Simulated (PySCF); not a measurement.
C2H6Se, charge -1, doublet, at the geometry of the source list (a state made from the parent by changing its charge; the spin is typed, not shown lowest) (in this run its highest filled SCF level lies above zero, so its values depend strongly on the basis, on diffuse functions most of all). Base run: B3LYP/STO-3G (PySCF).

The PySCF input:
```python
from pyscf import gto, scf, dft

mol = gto.Mole()
mol.atom = '''
    C     1.45580000   -0.05290000    0.03390000
    Se    0.05090000    0.47070000   -1.21420000
    C    -1.45680000    0.05700000   -0.04690000
    H     1.40210000   -1.12550000    0.21030000
    H     2.41140000    0.20450000   -0.41870000
    H     1.32730000    0.49560000    0.96530000
    H    -1.37990000   -0.97770000    0.27740000
    H    -2.36800000    0.20320000   -0.61720000
    H    -1.44300000    0.72510000    0.81010000
'''
mol.basis = 'sto-3g'
mol.charge = -1
mol.spin = 1
mol.verbose = 4
mol.build()

mf = dft.UKS(mol)
mf.xc = 'b3lyp'
mf.kernel()
```

Variants of this job, named by their change:

| change | ΔE vs base (mEh) | fitting functions |
|---|---|---|
| base | 0.000 | - |
| auxbasis = def2-tzvp-ri | -7725.8 | 401 |
| auxbasis = def2-universal-jfit | 4732.4 | 222 |
| auxbasis = cc-pvtz-jkfit | -0.734 | 545 |
| auxbasis = even-tempered beta=2.0 | -3.782 | 320 |
| auxbasis = even-tempered beta=1.6 | -3.443 | 447 |
| auxbasis = default (with mf = mf.density_fit()) | -1.957 | 524 |
| auxbasis = def2-universal-jkfit | -1.957 | 524 |
| only_dfj = on; auxbasis = def2-universal-jfit | -11.677 | 222 |
| auxbasis = cc-pvdz-jkfit | 155.6 | 449 |

A fitting set is made for a task (jfit for Coulomb, jkfit for Coulomb and exchange, ri for correlation) and for a family of orbital bases.

Open shells are given as the SCF converged; they aren't shown to be the lowest states, and a large step between rows can be another state.
